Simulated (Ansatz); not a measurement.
Reactions of `FCC(F)Cl`.

Program: Ansatz. Geometries: PBE0-D4/def2-TZVP. ΔE: electronic, gas phase. CCSD(T)/CBS adds triple-zeta CCSD(T) − MP2 to the extrapolated MP2 energy (def2 sets, frozen cores). This one scheme is used for every species. Each species was taken in one conformer, which may not be the lowest.

Q: Order these by ΔE at CCSD(T)/CBS, lowest first. (An estimate is asked.)
A. `FCC(F)Cl` + HCl → `FC(Cl)Cl` + fluoromethane
B. `FCC(F)Cl` + `CC(F)(F)CF` → `CC(F)(F)C(F)CF` + `FCCl`
C. `FCC(F)Cl` + CH₄ → `CC(Cl)CF` + H–F

A: C (-48.9 kJ/mol), B (+7.7 kJ/mol), A (+50.8 kJ/mol).

Largest T1 diagnostic: 0.011, for `CC(F)(F)C(F)CF`.
